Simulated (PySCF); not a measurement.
# Frontier levels across methods

Species: C₂H₉OPSi.
SMILES with atom numbers: `[CH3:1][CH2:2][Si@@H:3]([OH:4])[PH2:5]` (hydrogens: H6, H7, H8 on C1; H9, H10 on C2; H11 on Si3; H12 on O4; H13, H14 on P5)

Cartesian coordinates in Å at the PBE0-D3(BJ)/def2-SVP level; atoms count from 1:
```xyz
14
C2H9OPSi angstrom
C     -1.9896    0.0277    0.2397
C     -0.6239    0.7050    0.1496
Si     0.8087   -0.5054    0.2665
O      0.6993   -1.7082   -0.8898
P      2.7315    0.6594   -0.0466
H     -2.1250   -0.4759    1.2099
H     -2.8145    0.7477    0.1230
H     -2.1021   -0.7415   -0.5400
H     -0.5032    1.4618    0.9455
H     -0.5239    1.2584   -0.8016
H      0.7691   -1.2387    1.5642
H      0.7979   -1.4310   -1.8054
H      2.6046    1.3652    1.1898
H      3.5631   -0.3606    0.5066
```

Basis pcSseg-1 throughout (PySCF), one geometry. One conformer (not necessarily the lowest) at the PBE0-D3(BJ)/def2-SVP geometry, without solvent, vibrations or thermal averaging.

Problem. How do the orbital energies, the gap and the dipole change with the method?

Solution. 
```tsv
method	kind	HOMO (eV)	LUMO (eV)	gap (eV)	μ (D)	SCF cycles
BLYP	GGA	-6.02	-0.50	5.52	1.13	15
B97-D	GGA	-6.16	-0.47	5.69	1.13	15
PBE	GGA	-6.19	-0.59	5.60	1.11	15
OPBE	GGA	-6.20	-0.43	5.77	1.10	14
KT2	GGA	-6.26	-0.70	5.56	1.07	15
KT3	GGA	-6.27	-0.65	5.61	1.08	15
LDA	LDA	-6.29	-0.76	5.52	1.12	14
BP86	GGA	-6.30	-0.63	5.67	1.13	15
B3LYP	global hybrid	-7.11	0.03	7.14	1.16	13
B97-2	global hybrid	-7.12	0.26	7.39	1.15	13
PBE0	global hybrid	-7.35	0.28	7.63	1.15	13
mPW1PW91	global hybrid	-7.38	0.27	7.65	1.16	13
BHandHLYP	global hybrid	-8.35	1.13	9.48	1.20	12
CAM-B3LYP	range-separated hybrid	-8.60	1.27	9.87	1.16	12
wB97X-D	range-separated hybrid	-9.18	2.04	11.23	1.16	13
HF	Hartree–Fock	-9.94	3.40	13.34	1.25	10
LC-wPBE	range-separated hybrid	-9.97	2.48	12.45	1.15	14
```

The HOMO spans 3.95 eV, from BLYP down to LC-wPBE, and the gap runs from 5.52 eV (BLYP) to 13.34 eV (HF). Over the methods BLYP (0 %), B97-D (0 %), PBE (0 %), OPBE (0 %), KT2 (0 %), KT3 (0 %), LDA (0 %), BP86 (0 %), B3LYP (20 %), B97-2 (21 %), PBE0 (25 %), mPW1PW91 (25 %), BHandHLYP (50 %), HF (100 %), a straight line through the gap against the share of exact exchange rises by 0.77 eV for each 10 % (correlation coefficient 0.999). The dipole ranges from 1.07 D (KT2) to 1.25 D (HF). This basis has no diffuse functions.
